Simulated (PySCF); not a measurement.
Compound: Si(vinyl)3(SiH3), C₆H₁₂Si₂.
Bonds: Si1–C2, Si1–C7, Si1–C12, Si1–Si17, C2–C3, C7–C8, C12–C13. Hydrogens: H4 on C2; H5, H6 on C3; H9 on C7; H10, H11 on C8; H14 on C12; H15, H16 on C13; H18, H19, H20 on Si17.

Computed by this run: PySCF, PBE0-D3(BJ)/def2-SVP geometry optimisation, gas phase; density fitting, grid level 1; the optimiser is geomeTRIC in internal coordinates, started from a GFN2-xTB structure with every atom displaced at random (about 0.03 Å).

The end geometry, which sets the zero of energy:
```
atom  x, y, z in Å
Si1     0.1023    0.0437    0.2264
C2     -0.2670    0.1283    2.0642
C3     -1.0556   -0.7227    2.7303
H4      0.2128    0.9347    2.6375
H5     -1.5682   -1.5542    2.2319
H6     -1.2312   -0.6334    3.8084
C7      1.9508   -0.1752   -0.0215
C8      2.6604    0.4921   -0.9395
H9      2.4702   -0.9136    0.6047
H10     2.1932    1.2349   -1.5966
H11     3.7351    0.3261   -1.0791
C12    -0.4295    1.6318   -0.6202
C13    -1.1728    1.6944   -1.7310
H14    -0.0922    2.5798   -0.1768
H15    -1.5451    0.7938   -2.2339
H16    -1.4486    2.6482   -2.1953
Si17   -0.9881   -1.8040   -0.7357
H18    -0.5412   -3.0691   -0.0704
H19    -0.6439   -1.9008   -2.1892
H20    -2.4790   -1.7204   -0.6149
```

Question: These geometries come from the run, each turned onto the end geometry. Order them by energy, lowest first.
A.
```
atom  x, y, z in Å
Si1     0.1265   -0.0027    0.2031
C2     -0.2398    0.1321    2.0347
C3     -1.0469   -0.7143    2.6833
H4      0.2392    0.9569    2.5723
H5     -1.5506   -1.5457    2.1681
H6     -1.2673   -0.6064    3.7510
C7      1.9902   -0.1487   -0.0180
C8      2.7077    0.4945   -0.9433
H9      2.5328   -0.8193    0.6627
H10     2.1977    1.1708   -1.6450
H11     3.8062    0.3817   -1.0389
C12    -0.4348    1.5884   -0.6022
C13    -1.1948    1.6998   -1.6882
H14    -0.1101    2.5264   -0.1220
H15    -1.5333    0.7748   -2.1654
H16    -1.5264    2.6603   -2.1175
Si17   -1.0166   -1.8169   -0.7498
H18    -0.6693   -3.0889   -0.0308
H19    -0.6544   -1.9906   -2.1976
H20    -2.4938   -1.6378   -0.6569
```
B.
```
atom  x, y, z in Å
Si1     0.1377   -0.1068    0.1811
C2     -0.2696    0.1273    2.0229
C3     -1.0540   -0.7013    2.7125
H4      0.3047    0.9858    2.5333
H5     -1.4830   -1.5679    2.2543
H6     -1.1705   -0.5599    3.7923
C7      1.9897   -0.1612   -0.0140
C8      2.7195    0.5120   -0.9362
H9      2.4737   -0.8147    0.7144
H10     2.2005    1.1722   -1.5845
H11     3.7165    0.3771   -0.9895
C12    -0.4249    1.6207   -0.5947
C13    -1.2602    1.7582   -1.7398
H14    -0.1514    2.5369   -0.1132
H15    -1.5585    0.8252   -2.2331
H16    -1.4487    2.7221   -2.1193
Si17   -0.9892   -1.8226   -0.7883
H18    -0.6950   -3.0987   -0.0901
H19    -0.6438   -2.0731   -2.1844
H20    -2.5313   -1.7170   -0.7246
```
C.
```
atom  x, y, z in Å
Si1     0.1231    0.0020    0.2089
C2     -0.2488    0.1157    2.0451
C3     -1.0480   -0.7193    2.7172
H4      0.2338    0.9396    2.5932
H5     -1.5489   -1.5627    2.2259
H6     -1.2397   -0.6097    3.7906
C7      1.9829   -0.1595   -0.0099
C8      2.6803    0.5022   -0.9416
H9      2.5270   -0.8385    0.6607
H10     2.2000    1.2002   -1.6384
H11     3.7677    0.3783   -1.0513
C12    -0.4327    1.6000   -0.6073
C13    -1.1924    1.6906   -1.7136
H14    -0.1044    2.5365   -0.1311
H15    -1.5599    0.8091   -2.2534
H16    -1.4792    2.6573   -2.1465
Si17   -1.0089   -1.8196   -0.7508
H18    -0.6560   -3.0908   -0.0414
H19    -0.6389   -1.9754   -2.1933
H20    -2.4944   -1.6416   -0.6637
```
D.
```
atom  x, y, z in Å
Si1     0.1365   -0.0744    0.1756
C2     -0.2768    0.0635    2.0069
C3     -1.0603   -0.6703    2.8077
H4      0.2418    0.9044    2.4793
H5     -1.6376   -1.5254    2.4381
H6     -1.1942   -0.4116    3.8645
C7      1.9989   -0.1779   -0.0123
C8      2.6405    0.5289   -0.9499
H9      2.5507   -0.8436    0.6689
H10     2.1355    1.1851   -1.6679
H11     3.7310    0.4599   -1.0113
C12    -0.4068    1.5557   -0.5993
C13    -1.1534    1.6666   -1.6929
H14    -0.1150    2.4904   -0.0986
H15    -1.5533    0.8553   -2.3074
H16    -1.4440    2.6815   -1.9821
Si17   -0.9868   -1.8404   -0.8367
H18    -0.6706   -3.1302   -0.1345
H19    -0.6024   -2.0174   -2.2739
H20    -2.4713   -1.6859   -0.7748
```
E.
```
atom  x, y, z in Å
Si1     0.1161    0.0253    0.2169
C2     -0.2548    0.1151    2.0552
C3     -1.0501   -0.7292    2.7212
H4      0.2212    0.9278    2.6228
H5     -1.5603   -1.5631    2.2244
H6     -1.2346   -0.6334    3.7974
C7      1.9695   -0.1603   -0.0146
C8      2.6683    0.4997   -0.9459
H9      2.5062   -0.8593    0.6413
H10     2.1857    1.2057   -1.6318
H11     3.7485    0.3668   -1.0698
C12    -0.4289    1.6168   -0.6166
C13    -1.1749    1.6891   -1.7215
H14    -0.0981    2.5595   -0.1583
H15    -1.5433    0.7948   -2.2386
H16    -1.4633    2.6462   -2.1700
Si17   -1.0007   -1.8105   -0.7394
H18    -0.6265   -3.0801   -0.0405
H19    -0.6305   -1.9466   -2.1827
H20    -2.4871   -1.6503   -0.6503
```

Answer: E (0.003 eV), C (0.010 eV), A (0.054 eV), D (0.119 eV), B (0.875 eV).

In the order of the answer:

```
step  E above end (eV)  largest force (eV/Å)  rms force component (eV/Å)  rms distance from end (Å)  rms bond change (Å)  bond most changed (Å)
   5             0.003                  0.18                       0.033                      0.040                0.001         C12–C13 -0.003
   3             0.010                  0.42                       0.083                      0.059                0.002         C12–C13 +0.007
   2             0.054                  0.73                       0.179                      0.079                0.005          C8–H11 +0.012
   1             0.119                  0.92                       0.227                      0.138                0.007        Si1–Si17 -0.026
   0             0.875                  5.77                       1.410                      0.104                0.048         Si1–C12 +0.099
```

The cost below is that of the whole optimisation. The run took 82 s wall, 3.6 min CPU on an Intel Xeon 6975P-C with 2 threads, shared host with 192 logical CPUs at a one-minute load of 119, and the process peaked at 0.82 GiB of memory.
